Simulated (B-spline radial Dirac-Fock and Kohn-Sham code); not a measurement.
## Dipole and non-dipole photoemission parameters of Cu 3d5/2

System: the free copper atom, configuration [Ar] 3d10 4s1; threshold 8.88 eV (orbital energy of the model). Model: Dirac-Hartree-Slater photoionisation with a Latter tail; cross sections with all multipoles, angular parameters from the dipole term and its interference with E2. Program: a radial B-spline solver.

For linearly polarised light dσ/dΩ = σ/(4π) [1 + β P₂(cos θ) + (δ + γ cos²θ) sin θ cos φ], with θ from the polarisation vector and φ the angle between the beam and the projection of the electron momentum on the plane normal to the polarisation.

```tsv
hν (eV)	σ (kb)	β	γ	δ
58.9	6070	0.333	0.003	0.013
60	6040	0.345	0.003	0.013
76.3	5420	0.500	0.007	0.014
94.8	4560	0.634	0.013	0.016
129	?	?	?	?
208	1460	1.046	0.051	0.024
211	1410	1.052	0.052	0.024
241	1070	1.100	0.066	0.026
300	645	1.163	0.094	0.029
325	529	1.180	0.107	0.031
349	440	1.193	0.120	0.032
413	281	1.213	0.155	0.036
448	224	1.217	0.174	0.038
523	143	1.216	0.215	0.042
1000	18.5	1.099	0.430	0.070
1150	11.5	1.055	0.481	0.079
1160	11.2	1.052	0.484	0.079
1490	4.68	0.963	0.574	0.099
1840	2.19	0.883	0.646	0.121
2000	1.61	0.851	0.674	0.130
2020	1.55	0.847	0.677	0.131
2170	1.19	0.820	0.701	0.141
2984.4	0.354	0.702	0.802	0.188
4890	0.0496	0.539	0.946	0.290
5414.7	0.0326	0.508	0.974	0.315
7650	0.00760	0.407	1.042	0.418
9690	0.00274	0.348	1.062	0.500
12000	0.00108	0.304	1.073	0.584
15000	0.000405	0.265	1.083	0.683
```

Question: Give the values at 129 eV.

Answer: σ = 3240 kb, β = 0.813, γ = 0.023, δ = 0.019.

Values without a named source are computed, but for edge energies of neutral atoms, which are taken from tables.
